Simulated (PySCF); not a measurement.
CH$_{4}$AlBrO (SMILES [CH3][Al]([OH])[Br]), singlet, geometry from GFN2-xTB (such geometries of metal compounds can be far from the true shape), atoms displaced at random by about 0.08 Å a coordinate; PySCF with PBE/STO-3G, gradient.

The PySCF input:
```python
from pyscf import gto, scf, dft

mol = gto.M(
    atom='''
Al   -0.956890    0.112857    0.233390
Br    1.190304   -0.108120   -0.605636
C    -1.494337   -1.076452    1.967172
H    -2.204863   -1.897304    1.694783
H    -1.890044   -0.287759    2.728047
H    -0.532674   -1.536457    2.413500
O    -1.990519    1.018683   -0.613751
H    -2.500335    1.590803   -1.010339
''',
    basis='sto-3g',
    charge=0,
    spin=0,
    verbose=4,
)

mf = dft.RKS(mol)
mf.xc = 'pbe'
mf.conv_tol = 1e-11
mf.kernel()
g = mf.nuc_grad_method()
grad = g.kernel()
```

It wrote (shortened):

```
PySCF version 2.14.0

[INPUT] verbose = 4
[INPUT] num. atoms = 8
[INPUT] num. electrons = 66
[INPUT] charge = 0
[INPUT] spin (= nelec alpha-beta = 2S) = 0
[INPUT] symmetry False subgroup None
[INPUT] Mole.unit = angstrom
[INPUT] Symbol           X                Y                Z      unit          X                Y                Z       unit  Magmom
[INPUT]  1 Al    -0.956890000000   0.112857000000   0.233390000000 AA   -1.808260031335   0.213268821240   0.441043180212 Bohr   0.0
[INPUT]  2 Br     1.190304000000  -0.108120000000  -0.605636000000 AA    2.249348564974  -0.204317188588  -1.144486171177 Bohr   0.0
[INPUT]  3 C     -1.494337000000  -1.076452000000   1.967172000000 AA   -2.823887667804  -2.034199466240   3.717416319913 Bohr   0.0
[INPUT]  4 H     -2.204863000000  -1.897304000000   1.694783000000 AA   -4.166587212187  -3.585384935042   3.202675710569 Bohr   0.0
[INPUT]  5 H     -1.890044000000  -0.287759000000   2.728047000000 AA   -3.571665523377  -0.543785699879   5.155261684941 Bohr   0.0
[INPUT]  6 H     -0.532674000000  -1.536457000000   2.413500000000 AA   -1.006607973677  -2.903482932171   4.560854001638 Bohr   0.0
[INPUT]  7 O     -1.990519000000   1.018683000000  -0.613751000000 AA   -3.761535755743   1.925031877750  -1.159821298678 Bohr   0.0
[INPUT]  8 H     -2.500335000000   1.590803000000  -1.010339000000 AA   -4.724948369664   3.006181988136  -1.909264002967 Bohr   0.0

nuclear repulsion = 283.935678494346
number of shells = 23
number of NR pGTOs = 123
number of NR cGTOs = 41
basis = sto-3g
ecp = {}

******** <class 'pyscf.dft.rks.RKS'> ********
method = RKS
initial guess = minao
damping factor = 0
level_shift factor = 0
DIIS = <class 'pyscf.scf.diis.CDIIS'>
diis_start_cycle = 1
diis_space = 8
diis_damp = 0
SCF conv_tol = 1e-11
SCF conv_tol_grad = None
SCF max_cycles = 50
direct_scf = True
direct_scf_tol = 1e-13
XC library pyscf.dft.libxc version 7.1.2
    S. Lehtola, C. Steigemann, M. J. T. Oliveira, and M. A. L. Marques,  SoftwareX 7, 1–5 (2018)
XC functionals = pbe
    J. P. Perdew, K. Burke, and M. Ernzerhof,  Phys. Rev. Lett. 77, 3865 (1996)
    J. P. Perdew, K. Burke, and M. Ernzerhof,  Phys. Rev. Lett. 78, 1396 (1997)
    J. P. Perdew, K. Burke, and M. Ernzerhof,  Phys. Rev. Lett. 77, 3865 (1996)
    J. P. Perdew, K. Burke, and M. Ernzerhof,  Phys. Rev. Lett. 78, 1396 (1997)
radial grids:
    Treutler-Ahlrichs [JCP 102, 346 (1995); DOI:10.1063/1.469408] (M4) radial grids

becke partition: Becke, JCP 88, 2547 (1988); DOI:10.1063/1.454033
pruning grids: <function nwchem_prune>
grids dens level: 3
symmetrized grids: False
atomic radii adjust function: <function treutler_atomic_radii_adjust>
small_rho_cutoff = 0
Set gradient conv threshold to 3.16228e-06
Initial guess from minao.
tot grids = 107040
init E= -2895.59184233716
  HOMO = -0.394528231025126  LUMO = -0.1441038280069  gap/eV = 6.81440
cycle= 1 E= -2898.81568348633  delta_E= -3.22  |g|= 0.741  |ddm|= 3.32
  HOMO = 0.073779401060672  LUMO = 0.122834618927202  gap/eV = 1.33486
cycle= 2 E= -2897.77359401586  delta_E= 1.04  |g|= 2.11  |ddm|= 3.35
  HOMO = -0.0368718725650422  LUMO = 0.126990978001158  gap/eV = 4.45894
cycle= 3 E= -2899.00719829825  delta_E= -1.23  |g|= 0.254  |ddm|= 2.51
  HOMO = -0.0760588852065645  LUMO = 0.122437396361299  gap/eV = 5.40136
cycle= 4 E= -2899.03324717961  delta_E= -0.026  |g|= 0.119  |ddm|= 0.752
  HOMO = -0.0930999468975237  LUMO = 0.114450200675474  gap/eV = 5.64773
cycle= 5 E= -2899.03818148967  delta_E= -0.00493  |g|= 0.0326  |ddm|= 0.217
  HOMO = -0.0962064355811499  LUMO = 0.112437079066868  gap/eV = 5.67748
cycle= 6 E= -2899.03864328715  delta_E= -0.000462  |g|= 0.00975  |ddm|= 0.0797
  HOMO = -0.0964300620973128  LUMO = 0.113567418502798  gap/eV = 5.71432
cycle= 7 E= -2899.03868085709  delta_E= -3.76e-05  |g|= 0.000838  |ddm|= 0.0154
  HOMO = -0.0966675078206861  LUMO = 0.113538729031052  gap/eV = 5.72000
cycle= 8 E= -2899.03868127416  delta_E= -4.17e-07  |g|= 0.000193  |ddm|= 0.00265
  HOMO = -0.0966273149940434  LUMO = 0.113547929015473  gap/eV = 5.71916
cycle= 9 E= -2899.03868129094  delta_E= -1.68e-08  |g|= 9.95e-06  |ddm|= 0.000415
  HOMO = -0.0966275391251626  LUMO = 0.113547478785987  gap/eV = 5.71915
cycle= 10 E= -2899.03868129099  delta_E= -5.37e-11  |g|= 9.99e-07  |ddm|= 2.57e-05
  HOMO = -0.0966274357306881  LUMO = 0.11354748894833  gap/eV = 5.71915
cycle= 11 E= -2899.03868129098  delta_E= 1.82e-11  |g|= 1.61e-07  |ddm|= 2.14e-06
  HOMO = -0.0966274112591948  LUMO = 0.113547504415523  gap/eV = 5.71915
cycle= 12 E= -2899.03868129099  delta_E= -1.18e-11  |g|= 1.01e-08  |ddm|= 4.02e-07
  HOMO = -0.0966274114747557  LUMO = 0.113547505783054  gap/eV = 5.71915
cycle= 13 E= -2899.03868129098  delta_E= 2.73e-12  |g|= 1.24e-08  |ddm|= 1.83e-08
  HOMO = -0.0966274142847822  LUMO = 0.113547502410532  gap/eV = 5.71915
Extra cycle  E= -2899.038681291  delta_E= -1.18e-11  |g|= 1.81e-08  |ddm|= 6.13e-08
converged SCF energy = -2899.038681291

******** <class 'pyscf.grad.rks.Gradients'> for <class 'pyscf.dft.rks.RKS'> ********
unit = Eh/Bohr
grid_response = False
--------------- RKS gradients ---------------
         x                y                z
0 Al    -0.0070281826     0.0330542340    -0.0271301054
1 Br     0.0293546771    -0.0044893311    -0.0108546026
2 C    -0.0365815034    -0.0490239365     0.0216775773
3 H    -0.0019987768    -0.0129641892    -0.0090124011
4 H    -0.0037674911     0.0357877578     0.0218117625
5 H     0.0291844777    -0.0124172401     0.0135518970
6 O    -0.1310730908     0.1511420778    -0.1053917145
7 H     0.1218296891    -0.1410947387     0.0956163695
----------------------------------------------
```
